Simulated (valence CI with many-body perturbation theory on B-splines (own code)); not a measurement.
**Bi: calculation against measured levels**

Level of theory: valence CI with perturbative core correlation (CI+MBPT): five valence electrons over a frozen Dirac-Fock core [Xe] 4f14 5d10, radial functions for each j: 9 s, 9 p, 8 d, 6 f, 3 g, 1 h, with the one-electron correlation potential Σ1 (screened to all orders), the two-electron term Σ2, the three-electron term Σ3, Breit, model QED; selected single and double excitations, second order for the rest, scaled by the run's own slope (own B-spline code, finite nucleus).

Set against measurement, 16 paired levels are off by 254 cm⁻¹ on average, the worst by 606. These come from a selection out of the NIST Handbook of Basic Atomic Spectroscopic Data. Levels without a partner in it may be off by more. Among the levels kept, up to 640 cm⁻¹ of a level comes from second order outside the variational space, and about a tenth of that is noise between levels of different J, which matters for small intervals.

Measured levels: NIST Handbook of Basic Atomic Spectroscopic Data (Sansonetti and Martin, J. Phys. Chem. Ref. Data 34, 1559 (2005)). Pairs share parity and J, and are chosen by configuration, term and nearness in energy; levels without a clear partner are left out. Energies in cm⁻¹ above the measured ground level. The last column is blank where CI alone has no clear partner.

Levels are named by their leading jj configuration (3d3/2^4 stands for four electrons in 3d with j = 3/2), which in mixed levels can hold well under half, so a name can repeat and another be missing. Letters in brackets count levels of one name in rising energy.

| Computed label | Label in the source | Measured | Computed | Difference | CI alone, difference |
| --- | --- | --- | --- | --- | --- |
| (6s^2 6p1/2^2 6p3/2) J=3/2 | 6p3 4S° | 0 | 0.0 | 0 | 0 |
| (6s^2 6p1/2 6p3/2^2) J=3/2 | 6p3 2D° | 11419.0 | 11537.0 | +118 | -1149 |
| (6s^2 6p1/2 6p3/2^2) J=5/2 | 6p3 2D° | 15437.5 | 15547.9 | +110 | -1321 |
| (6s^2 6p1/2 6p3/2^2) J=1/2 | 6p3 2P° | 21660.9 | 21652.4 | -9 | -1447 |
| (6s^2 6p1/2^2 7s) J=1/2 | 6p2(3P0) 7s 2[0] | 32588.2 | 32322.2 | -266 | -1367 |
| (6s^2 6p3/2^3) J=3/2 | 6p3 2P° | 33164.8 | 33394.3 | +230 | -3046 |
| (6s^2 6p1/2^2 7p1/2) J=1/2 | 6p2(3P0) 7p 2[1]° | 41125.0 | 40698.7 | -426 | -1607 |
| (6s^2 6p1/2^2 7p3/2) J=3/2 | 6p2(3P0) 7p 2[1]° | 42940.5 | 42521.1 | -419 | -1630 |
| (6s^2 6p1/2^2 6d3/2) J=3/2 | 6p2(3P0) 6d 2[2] | 43912.4 | 43528.4 | -384 | -2258 |
| (6s^2 6p1/2^2 6d5/2) J=5/2 | 6p2(3P0) 6d 2[2] | 44816.8 | 44409.8 | -407 | -2117 |
| (6s^2 6p1/2 6p3/2 7s) J=3/2 [a] | 6p2(3P1) 7s 2[1] | 44865.1 | 44864.2 | -1 | -2929 |
| (6s^2 6p1/2 6p3/2 7s) J=1/2 | 6p2(3P1) 7s 2[1] | 45915.9 | 45882.9 | -33 |  |
| (6s^2 6p1/2^2 8s) J=1/2 | 6p2(3P0) 8s 2[0] | 47373.5 | 46767.4 | -606 |  |
| (6s^2 6p1/2 6p3/2 7s) J=5/2 | 6p2(3P2) 7s 2[2] | 48489.9 | 48447.9 | -42 | -2984 |
| (6s^2 6p1/2 6p3/2 7s) J=3/2 [b] | 6p2(3P2) 7s 2[2] | 49460.9 | 49365.7 | -95 |  |
| (6s^2 6p1/2^2 7d3/2) J=3/2 | 6p2(3P0) 7d 2[2] | 51019.1 | 50584.3 | -435 |  |
| (6s^2 6p1/2^2 7d5/2) J=5/2 | 6p2(3P0) 7d 2[2] | 51158.5 | 50679.6 | -479 | -1965 |

Over 16 excited levels the mean absolute difference is 254 cm⁻¹, the median 248 and the largest 606. For the 12 levels that pair on every rung the mean is CI alone 1985, + Σ1 1262, + Σ2 403, + Σ3 329, + Breit 265, + QED 241. The comparison draws on a selection of the measured levels: 17 of the 24 computed ones have a partner in it, and others may be off by more.

Rates against NIST Handbook of Basic Atomic Spectroscopic Data (Sansonetti and Martin, J. Phys. Chem. Ref. Data 34, 1559 (2005)):

```tsv
λ vac, measured (nm)	Upper	Lower	A computed (s⁻¹)	A tabulated (s⁻¹)
195.47	(6s^2 6p1/2^2 7d5/2) J=5/2	(6s^2 6p1/2^2 6p3/2) J=3/2	5.61e+07	5.86e+07
196.01	(6s^2 6p1/2^2 7d3/2) J=3/2	(6s^2 6p1/2^2 6p3/2) J=3/2	2.07e+07	1.54e+07
202.18	(6s^2 6p1/2 6p3/2 7s) J=3/2 [b]	(6s^2 6p1/2^2 6p3/2) J=3/2	6.29e+06	6.00e+06
206.23	(6s^2 6p1/2 6p3/2 7s) J=5/2	(6s^2 6p1/2^2 6p3/2) J=3/2	1.10e+08	9.60e+07
211.09	(6s^2 6p1/2^2 8s) J=1/2	(6s^2 6p1/2^2 6p3/2) J=3/2	5.00e+07	5.30e+07
222.89	(6s^2 6p1/2 6p3/2 7s) J=3/2 [a]	(6s^2 6p1/2^2 6p3/2) J=3/2	1.11e+08	8.80e+07
223.13	(6s^2 6p1/2^2 6d5/2) J=5/2	(6s^2 6p1/2^2 6p3/2) J=3/2	2.30e+08	2.34e+08
289.88	(6s^2 6p1/2 6p3/2 7s) J=1/2	(6s^2 6p1/2 6p3/2^2) J=3/2	1.76e+08	1.53e+08
293.92	(6s^2 6p1/2 6p3/2 7s) J=3/2 [b]	(6s^2 6p1/2 6p3/2^2) J=5/2	1.29e+08	1.23e+08
298.99	(6s^2 6p1/2 6p3/2 7s) J=3/2 [a]	(6s^2 6p1/2 6p3/2^2) J=3/2	5.00e+07	5.40e+07
299.42	(6s^2 6p1/2^2 6d5/2) J=5/2	(6s^2 6p1/2 6p3/2^2) J=3/2	8.28e+06	1.45e+07
302.55	(6s^2 6p1/2 6p3/2 7s) J=5/2	(6s^2 6p1/2 6p3/2^2) J=5/2	7.29e+07	8.60e+07
306.86	(6s^2 6p1/2^2 7s) J=1/2	(6s^2 6p1/2^2 6p3/2) J=3/2	1.71e+08	1.67e+08
472.38	(6s^2 6p1/2^2 7s) J=1/2	(6s^2 6p1/2 6p3/2^2) J=3/2	4.40e+06	9.40e+06
```
